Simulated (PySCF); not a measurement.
# Converging BI in the basis (CCSD(T))

PySCF, RHF reference; singlet, unpaired electrons none; De to B + I without counterpoise correction. Frozen cores follow the default of each basis and core potential.

| basis | relativity | functions | Re (Å) | ωe (cm⁻¹) | De (eV) | frozen orbitals |
| --- | --- | --- | --- | --- | --- | --- |
| cc-pVDZ/cc-pVDZ-PP | scalar-relativistic core potentials | 37 | 2.160 | 580 | 3.42 | 5 |
| x2c-SVPall | spin-free X2C | 50 | 2.136 | 594 | 3.51 | 19 |
| aug-cc-pVDZ/aug-cc-pVDZ-PP | scalar-relativistic core potentials | 55 | 2.164 | 566 | 3.47 | 5 |
| def2-TZVPP | scalar-relativistic core potentials | 81 | 2.128 | 586 | 3.65 | 5 |

Q: How does each smaller set differ from the one with most functions, def2-TZVPP?

A: cc-pVDZ/cc-pVDZ-PP: +3.2 pm, -1.0 % in ωe, -0.23 eV in De; x2c-SVPall: +0.8 pm, +1.4 % in ωe, -0.14 eV in De; aug-cc-pVDZ/aug-cc-pVDZ-PP: +3.6 pm, -3.4 % in ωe, -0.18 eV in De. All at CCSD(T); the set with most functions is neither the basis-set limit nor always the best. The rows treat relativity differently, so the differences are not basis effects alone.

Correlated steps freeze the inner cores (5 to 19 orbitals); shallow outer-core shells are correlated. Correlated levels converge slowly with the basis: in double zeta they bind strong bonds too weakly, by up to about 1 eV, and carry superposition errors of some tenths. These are scalar-relativistic numbers at best; spin–orbit coupling would shift them, the dissociation energy most. Where the molecule has an RHF reference, its open-shell atoms are computed with UHF.
